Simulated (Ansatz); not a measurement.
`N/C(F)=C/[SiH3]`, relaxed with RKS PBE0-D4/def2-TZVP in Ansatz from a PBE-D4/def2-SVP geometry. The force threshold is 0.005 eV/Å; the program also tests the step.

The species carries charge 0 and has multiplicity 1.

Start:

```xyz
11

N    -1.222   -0.210   -1.891
C    -0.647    0.134   -0.691
F    -1.333    1.152   -0.119
C     0.403   -0.421   -0.037
Si    0.931    0.109    1.667
H    -0.677   -0.828   -2.492
H    -1.711    0.541   -2.382
H     0.943   -1.229   -0.555
H     2.122   -0.721    2.067
H    -0.145   -0.088    2.705
H     1.335    1.561    1.728
```

| step | energy (eV) | largest force (eV/Å) | largest move (Å) |
| --- | --- | --- | --- |
| 1 | -14248.5028 | 0.656 | 0.000 |
| 2 | -14248.5504 | 0.227 | 0.032 |
| 3 | -14248.5538 | 0.051 | 0.008 |
| 4 | -14248.5539 | 0.015 | 0.003 |
| 5 | -14248.5539 | 0.007 | 0.002 |
| 6 | -14248.5539 | 0.007 | 0.002 |
| 7 | -14248.5539 | 0.005 | 0.002 |
| 8 | -14248.5539 | 0.003 | 0.003 |

End:

```xyz
11

N    -1.209   -0.212   -1.872
C    -0.642    0.128   -0.679
F    -1.332    1.133   -0.121
C     0.392   -0.412   -0.033
Si    0.924    0.110    1.653
H    -0.657   -0.810   -2.463
H    -1.686    0.532   -2.355
H     0.922   -1.207   -0.546
H     2.098   -0.719    2.039
H    -0.141   -0.085    2.675
H     1.331    1.541    1.703
```

It took 26 s on 4 threads of an Arm Neoverse V1 on a shared host, with 0.47 GiB of host memory at the peak.
